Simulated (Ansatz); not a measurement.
Gas-phase electronic energies from Ansatz, PBE0-D4/def2-TZVP geometries. CCSD(T)/CBS is the MP2 limit (def2-TZVPP, def2-QZVPP) plus CCSD(T) − MP2 in def2-TZVPP, frozen cores. This one scheme is used for every species. Functionals use def2-TZVPP. One conformer a species, not always the lowest.

Consider the formal hydrolysis of a B–C bond: `OB(Cl)C[SiH3]` + H₂O → `OB(O)Cl` + `C[SiH3]`.

`OB(Cl)C[SiH3]`:

Cartesian coordinates in Å:
```
O 0.365 -1.763 -1.299
B -0.091 -1.258 -0.134
Cl -1.566 -1.961 0.582
C 0.619 -0.063 0.549
Si -0.187 1.581 0.109
H -0.176 -2.478 -1.646
H 0.580 -0.145 1.639
H 1.664 -0.006 0.232
H -0.170 1.786 -1.364
H -1.596 1.611 0.579
H 0.557 2.695 0.754
```

H₂O:

```xyz
3

O    -0.312    0.229    0.044
H    -0.040   -0.501    0.605
H     0.352    0.272   -0.648
```

`OB(O)Cl`:

Cartesian coordinates in Å:
```
O -0.905 0.334 0.595
B 0.152 -0.192 -0.074
O 0.964 0.589 -0.815
Cl 0.506 -1.925 0.002
H -1.409 -0.318 1.088
H 0.693 1.512 -0.796
```

`C[SiH3]`:

```xyz
8

C     0.915    0.017   -0.371
Si   -0.818   -0.015    0.332
H     1.647    0.229    0.411
H     1.007    0.786   -1.141
H     1.168   -0.946   -0.822
H    -0.941   -1.063    1.382
H    -1.814   -0.307   -0.734
H    -1.162    1.298    0.943
```

| level | ΔE (kJ/mol) |
| --- | --- |
| ωB97M-V | -106.3 |
| PBE-QIDH | -105.7 |
| LC-ωPBE | -108.8 |
| CCSD(T)/def2-SVP | -123.2 |

(1) What does CCSD(T)/CBS give? (Best estimate.)

Largest T1 diagnostic among the species: 0.012.

Answers

(1) Ansatz gave: -99.8 kJ/mol. The listed levels differ from it by -6.5, -5.9, -9.0, -23.4 kJ/mol.

From BLYP to BHLYP (50 % exact exchange), in def2-TZVPP and without D4, ΔE moves by −3.4 kJ/mol. The D4 term adds +8.7 kJ/mol with B3LYP and +5.1 kJ/mol with PBE0; it sums over pairs of atoms, weighted by their polarisabilities, and B3LYP, whose exchange is more repulsive, gets the larger term.

B3LYP here is the variant with VWN-RPA as its local correlation; programs differ in this.
